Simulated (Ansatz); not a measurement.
Relaxation of AlFH4O2 (8 atoms, charge 0, multiplicity 1), to a largest force component of 0.03 eV/Å in at most 50 steps.

Theory: Ansatz 0.2.0, RKS PBE/6-31G*.

```xyz
8
Properties=species:S:1:pos:R:3
Al 0.001 0.454 -0.371
F 0.043 0.295 2.500
O 1.515 -0.219 -0.842
H 1.570 -1.087 -1.279
O -1.580 -0.122 -0.740
H -1.727 -1.022 -1.078
H 0.070 1.841 0.367
H 0.045 1.144 2.096
```

**Question.** Where does it end, and by what steps?

**Answer.** The run converged. After 6 steps the energy has fallen by 0.352 eV; F2 moved furthest, 0.61 Å. Joined: Al1–F2 (2.88 → 2.05 Å).

```
step  energy less start (eV)  largest force component (eV/Å)  accepted
   0                  0.0000                           0.556       yes
   1                 -0.1127                           1.058       yes
   2                 -0.2543                           0.958       yes
   3                 -0.3439                           0.290       yes
   4                 -0.3503                           0.058       yes
   5                 -0.3510                           0.047       yes
   6                 -0.3515                           0.027       yes
```

```xyz
8
Properties=species:S:1:pos:R:3
Al -0.004 0.420 -0.112
F 0.047 0.134 1.914
O 1.506 -0.213 -0.665
H 1.554 -1.043 -1.168
O -1.578 -0.119 -0.584
H -1.712 -0.978 -1.016
H 0.054 1.969 0.392
H 0.069 1.115 1.893
```

Run time: 13 s on 1 thread of AMD EPYC 7R43 64-Core Processor (Zen 3), on a shared host, peak memory 0.14 GiB.
